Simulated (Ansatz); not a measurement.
Ansatz (a first-principles code) input (CCSD(T)/def2-SVPD):

Ansatz 0.2 input:
```yaml
crystal:
  periodic: [false, false, false]
  atoms:
    - {symbol: Zn, position_ang: [0.00261532, 0.30952722, 0.06880012]}
    - {symbol: O, position_ang: [1.25801366, -0.35889392, -1.22220738]}
    - {symbol: H, position_ang: [1.76755228, 0.40700812, -1.50771618]}
    - {symbol: O, position_ang: [-1.26799587, -0.82251379, 0.95961016]}
    - {symbol: H, position_ang: [-1.76615436, -0.24156291, 1.54449049]}
basis:
  gaussian:
    orbitals: def2-SVPD
total_charge: -1
magnetization: {spin_polarized: true, initial_magnetization: 1}
correlation: {method: ccsd_t, electrons: outside_noble_gas}
output: {forces: true}
```

End of the output:

```
cycle   4  -19.51643918 eV  change   -6.5e-4 eV  update   1.7e-4
cycle   5  -19.51683177 eV  change   -3.9e-4 eV  update   6.9e-5
cycle   6  -19.51679890 eV  change    3.3e-5 eV  update   1.9e-5
cycle   7  -19.51679817 eV  change    7.2e-7 eV  update   9.1e-6
cycle   8  -19.51680203 eV  change   -3.9e-6 eV  update   4.1e-6
cycle   9  -19.51679539 eV  change    6.6e-6 eV  update   1.4e-6
perturbative correction -0.60543735 eV, -0.0222494121 hartree
the calculation of the forces begins
Total energy: -52493.98524100 eV, -1929.1183759056 hartree
Atom 0 at     0.002615     0.309527     0.068800 Å, force    -0.000373    -0.044193    -0.009823 eV/Å
Atom 1 at     1.258014    -0.358894    -1.222207 Å, force    -0.138858    -0.084158     0.106447 eV/Å
Atom 2 at     1.767552     0.407008    -1.507716 Å, force     0.165212     0.111057    -0.124137 eV/Å
Atom 3 at    -1.267996    -0.822514     0.959610 Å, force     0.137865    -0.033369    -0.132570 eV/Å
Atom 4 at    -1.766154    -0.241563     1.544490 Å, force    -0.163845     0.050663     0.160083 eV/Å
Dipole moment:     0.002749     0.325386     0.072325 e Å
```

The spin state was set by rule; other spins were not relaxed.
